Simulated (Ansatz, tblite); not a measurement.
Forces on (Cl2Ga-mu-SH)3 (Ga3H3S3Cl6) at its PBE-D4/def2-SVP geometry. The state is a singlet with charge 0.

The xTB rows come from tblite. Single mean-field runs in def2-TZVP are fitted with def2-universal-jkfit.

GFN2-xTB (tblite), largest force 1.19 eV/Å:

```xyz
15
positions Å, forces eV/Å
Ga   -1.045   -0.388   -1.856   -0.067    0.169   -1.178
Cl   -2.664   -1.314   -2.959    0.591    0.335    0.419
Cl    0.383    0.804   -2.939   -0.502   -0.429    0.431
S    -2.080    0.744   -0.027   -0.486    0.347   -0.208
Ga   -0.398    1.910    1.211    0.158    1.118    0.134
Cl   -1.519    2.869    2.800    0.393   -0.376   -0.557
Cl    0.908    3.071   -0.043   -0.492   -0.429    0.412
S     0.892    0.208    2.262   -0.266   -0.275    0.490
Ga    1.811   -1.263    0.632    1.105   -0.242   -0.114
Cl    2.551   -2.978    1.732   -0.297    0.614   -0.376
Cl    3.138   -0.131   -0.628   -0.502   -0.414    0.415
S    -0.073   -2.138   -0.555    0.108   -0.505   -0.364
H    -2.451    1.842   -0.747    0.210   -0.416    0.272
H    -0.134   -0.584    2.688    0.311    0.247   -0.172
H     0.681   -2.651   -1.570   -0.261    0.258    0.395
```

PBE-D4/def2-TZVP (Ansatz), largest force 0.22 eV/Å:

```
Ga 0.026 0.014 0.021
Cl 0.055 0.033 0.029
Cl -0.094 -0.070 0.024
S -0.013 0.176 -0.123
Ga -0.017 -0.005 -0.028
Cl 0.040 -0.034 -0.045
Cl -0.058 -0.035 0.085
S -0.104 -0.075 0.013
Ga -0.015 -0.007 -0.028
Cl -0.024 0.058 -0.029
Cl -0.039 -0.062 0.080
S 0.136 -0.037 -0.162
H 0.065 -0.162 0.097
H 0.149 0.118 -0.076
H -0.109 0.087 0.142
```

r2SCAN-D4/def2-TZVP (Ansatz), largest force 0.49 eV/Å:

```
Ga -0.022 -0.007 -0.047
Cl 0.273 0.160 0.162
Cl -0.295 -0.234 0.153
S 0.108 0.375 -0.300
Ga -0.016 0.082 0.023
Cl 0.189 -0.150 -0.255
Cl -0.238 -0.173 0.259
S -0.299 -0.190 -0.099
Ga 0.073 -0.046 0.000
Cl -0.112 0.282 -0.176
Cl -0.201 -0.226 0.250
S 0.332 0.053 -0.359
H 0.118 -0.339 0.220
H 0.322 0.250 -0.141
H -0.232 0.162 0.311
```
